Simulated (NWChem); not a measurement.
# MoNH2O2F; SMILES [Mo](=[O])([F])(=[O])[NH2]

```xyz
7

Mo     0.0634    -0.0201     0.0000
O      1.0048     0.1295     1.3743
O      1.0048     0.1295    -1.3743
F     -0.8091    -1.6537     0.0000
N     -1.2075     1.4079     0.0000
H     -1.5034     1.8997     0.8404
H     -1.5034     1.8997    -0.8404
```
Atoms are numbered in this order, from 1.

Results from NWChem. Medium grid unless said otherwise, to which SCAN and Minnesota functionals are sensitive. Coordinates come from a PBE0/def2-SVP optimisation. def2 effective core potentials on Mo; no spin-orbit coupling. Total energies of different functionals are on different scales.

```csv
level,energy (Ha),highest occupied level (eV),orbital gap (eV),dipole (D)
B3LYP/def2-SVP,-374.3946,-8.57,6.12,3.97
PBE/def2-SVP,-374.1269,-7.34,4.37,3.84
"LDA (Slater exchange, VWN5)/def2-SVP",-372.1623,-7.56,4.41,3.99
"LC-wPBE (HJS exchange hole, range parameter 0.4 per bohr)/def2-SVP",-374.1674,-11.63,11.66,3.89
M06/def2-SVP,-374.2045,-9.05,6.64,3.99
N12/def2-SVP,-374.4013,-7.31,4.28,3.95
Hartree-Fock/def2-SVP,-372.1092,-12.54,13.64,4.28
```
